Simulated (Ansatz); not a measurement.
A geometry relaxed with B3LYP-D3(BJ)/def2-TZVP (Ansatz, an electronic-structure program), charge 0, multiplicity 1:

```xyz
10

H     -2.6632     0.9249    -0.0253
H     -1.4794    -1.1371    -0.7721
H      2.4024    -0.6617    -1.3468
H     -1.3743     1.5559     0.8477
H      0.7681    -1.3538     1.3470
B      1.9268    -0.1013    -0.4031
B     -0.9506    -0.3166    -0.0703
H      2.4550     0.9266    -0.0844
B      0.6245    -0.6382     0.3916
N     -1.7091     0.8014     0.2716
```

Question: Write the SMILES of this molecule.

Answer: `BBBN`
